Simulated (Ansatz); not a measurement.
Start from `[CH3][Zn][CH2]O` and change one atom or group to get `O[CH2][Zn][SH]`.

Ansatz, PBE0-D4/def2-TZVP geometries, multiplicity 1. Each molecule was computed in one conformer, which needn't be the lowest.

Scalar relativity is left out up to krypton.

| property | `[CH3][Zn][CH2]O` |
| --- | --- |
| HOMO energy (B3LYP/def2-TZVPP) / eV | -6.12 |
| HOMO–LUMO gap (PBE0/def2-TZVPP) / eV | 5.96 |
| HOMO energy (ωB97M-V/def2-TZVPP) / eV | -8.56 |
| LUMO energy (ωB97M-V/def2-TZVPP) / eV | 0.96 |
| size of the dipole moment (PBE/def2-TZVPP) / D | 1.41 |
| LUMO energy (B3LYP/def2-TZVPP) / eV | -0.65 |

Give the same properties after the change, and the shifts. (Estimate.)

Computed: 
| property | `O[CH2][Zn][SH]` | shift |
| --- | --- | --- |
| HOMO energy (B3LYP/def2-TZVPP) / eV | -6.62 | -0.50 |
| HOMO–LUMO gap (PBE0/def2-TZVPP) / eV | 6.27 | 0.31 |
| HOMO energy (ωB97M-V/def2-TZVPP) / eV | -9.02 | -0.46 |
| LUMO energy (ωB97M-V/def2-TZVPP) / eV | 0.83 | -0.13 |
| size of the dipole moment (PBE/def2-TZVPP) / D | 2.14 | 0.73 |
| LUMO energy (B3LYP/def2-TZVPP) / eV | -0.82 | -0.17 |

With PBE0 the HOMO falls by 0.51 eV and the LUMO falls by 0.20 eV, so the gap widens by about 0.31 eV. PBE moves the HOMO by -0.52 eV and ωB97M-V by -0.46 eV. Dipoles are sizes alone; their direction can turn.

B3LYP here is the variant with VWN-RPA as its local correlation; programs differ in this.
